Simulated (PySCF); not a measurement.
C7H8ClO (doublet state).
Cartesian coordinates in Å at the GFN2-xTB level; atoms count from 1:
```xyz
17
C7H8ClO angstrom
C     -1.3173    1.9794    0.7568
C     -1.2656    0.9625   -0.0311
C     -0.6059   -0.3863    0.2872
C     -1.6158   -1.5188    0.1301
C      0.5613   -0.5644   -0.6572
O      1.6740   -1.3600   -0.2056
C      1.8631   -0.0358   -0.3451
C      2.7648    0.8980   -0.1811
Cl     2.3878    2.5481   -0.5251
H     -1.0005    2.2689    1.7307
H     -1.7090    0.9922   -1.0198
H     -0.2254   -0.3650    1.3126
H     -2.0031   -1.5503   -0.8861
H     -2.4484   -1.3759    0.8140
H     -1.1395   -2.4718    0.3511
H      0.3034   -0.7235   -1.7015
H      3.7692    0.7148    0.1601
```

The hyperfine couplings belong to this conformer and change with its torsions.

The species is `[H]/[C]=C\[C@@H](C)[C@@H]1O/C1=C/Cl` [radical].

Method used: UKS B3LYP, pcH-1 on C Cl H O, non-relativistic, mean-field spin-orbit, GIAO in PySCF 2.14.0. Isolated species at its GFN2-xTB geometry (one conformer only). Couplings are sensitive to structure, and on GFN2-xTB geometries they can be far from those on DFT ones. The SCF solution wasn't tested for stability.

Principal values of hyperfine tensors in MHz (contact, dipolar and spin–orbit terms together), for some of the nuclei:

| atom | isotope | A1 | A2 | A3 |
| --- | --- | --- | --- | --- |
| H11 | 1H | 106.69 | 107.69 | 124.81 |
| C3 | 13C | 72.67 | 73.57 | 99.07 |
| H10 | 1H | 0.86 | 26.75 | 73.22 |
| C2 | 13C | -36.74 | -15.16 | -0.58 |
| H12 | 1H | -11.74 | -6.73 | 2.40 |
| H15 | 1H | 4.09 | 4.61 | 7.08 |
| C4 | 13C | -5.15 | -5.07 | -3.33 |
| C5 | 13C | -4.86 | -4.64 | -3.59 |

Question: Split each tensor into its isotropic and traceless parts, and turn a_iso into mT with g = 2.0022.

Answer: a_iso = (A1 + A2 + A3)/3, Ti = Ai − a_iso; 1 mT corresponds to 28.024 MHz. The tensors hold a spin–orbit part: the run splits a_iso into a_FC + a_SO, and T includes its anisotropic share.

```json
{"atom": "H11", "a_iso (MHz)": "113.06", "a_FC": "113.07", "a_SO": "0.00", "a_iso (mT)": "4.035", "T1": "-6.38", "T2": "-5.37", "T3": "11.75"}
{"atom": "C3", "a_iso (MHz)": "81.77", "a_FC": "81.78", "a_SO": "-0.02", "a_iso (mT)": "2.918", "T1": "-9.10", "T2": "-8.20", "T3": "17.30"}
{"atom": "H10", "a_iso (MHz)": "33.61", "a_FC": "33.61", "a_SO": "0.00", "a_iso (mT)": "1.199", "T1": "-32.75", "T2": "-6.86", "T3": "39.61"}
{"atom": "C2", "a_iso (MHz)": "-17.49", "a_FC": "-17.50", "a_SO": "0.00", "a_iso (mT)": "-0.624", "T1": "-19.25", "T2": "2.33", "T3": "16.91"}
{"atom": "H12", "a_iso (MHz)": "-5.36", "a_FC": "-5.36", "a_SO": "0.00", "a_iso (mT)": "-0.191", "T1": "-6.38", "T2": "-1.37", "T3": "7.75"}
{"atom": "H15", "a_iso (MHz)": "5.26", "a_FC": "5.26", "a_SO": "0.00", "a_iso (mT)": "0.188", "T1": "-1.17", "T2": "-0.65", "T3": "1.82"}
{"atom": "C4", "a_iso (MHz)": "-4.52", "a_FC": "-4.52", "a_SO": "0.00", "a_iso (mT)": "-0.161", "T1": "-0.63", "T2": "-0.55", "T3": "1.19"}
{"atom": "C5", "a_iso (MHz)": "-4.36", "a_FC": "-4.36", "a_SO": "0.00", "a_iso (mT)": "-0.156", "T1": "-0.50", "T2": "-0.28", "T3": "0.77"}
```

Question: What spin density at the nucleus of C3 lies behind its contact coupling (g_N = 1.40482)?

Answer: a_FC = (2μ0/3) gₑ μB g_N μN ρ(0)/(2S·h) = 800.24 MHz × g_N × ρ(0)/(2S), with ρ in bohr⁻³. With a_FC = 81.78 MHz and 2S = 1, ρ(0) = 0.07275 bohr⁻³.

Question: C1 (13C, g_N = 1.40482) isn't in the table. Its spin density at the nucleus is 0.2743 bohr⁻³. What is its contact coupling?

Answer: By the same relation, a_FC = 308.4 MHz. The spin–orbit term adds -0.13 MHz. Its full tensor has the principal values 225.83, 247.78, 451.09 MHz.

Question: Name the largest traceless tensor T of the table and describe it.

Answer: H10: -32.8, -6.9, 39.6 MHz, rhombic: the two smaller values differ by 65 % of the largest.

Question: What first-order splitting does H10 cause when the field lies along A1, A2 or A3 of its tensor (g taken as isotropic, no quadrupole term)?

Answer: 2 lines (I = 1/2), spaced by |A_i|/(g × 13.996): 0.03, 0.95, 2.61 mT along the axes of A1, A2 and A3.
